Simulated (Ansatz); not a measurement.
Cd2Se⁺. The state is a quartet with charge 1. Geometry PBE0-D4/def2-TZVP; atoms count from 1.

```csv
atom,x (Å),y (Å),z (Å)
Cd1,2.081,-0.166,0.793
Cd2,-2.207,-0.035,0.336
Se3,0.126,0.201,-1.128
```

In the def2 sets Cd takes a core potential; there is no spin–orbit coupling. At PBE0-D4/def2-TZVP a doublet of charge 1 lies 0.66 eV below the quartet, each at its own geometry. The structure comes from a short search, and lower isomers may exist.

Problem. Estimate the Mulliken populations from the PBE0/def2-TZVP orbitals of Ansatz.

Solution. 
| atom | charge (e) | spin (α − β) | d electrons |
| --- | --- | --- | --- |
| Cd1 | 0.53 | 0.72 | 10.00 |
| Cd2 | 0.53 | 0.72 | 10.00 |
| Se3 | -0.06 | 1.56 | – |
Mulliken values and Mayer orders depend strongly on the basis.

Problem. Where does the spin sit?

Solution. Summed by element: Cd 1.44, Se 1.56, of 3 unpaired in all. Largest on single atoms: Se3 1.56, Cd1 0.72, Cd2 0.72.

Problem. And the Mayer bond orders between bonded heavy atoms (over 0.3)?

Solution. Cd1–Se3 0.65 (2.76 Å); Cd2–Se3 0.65 (2.76 Å).
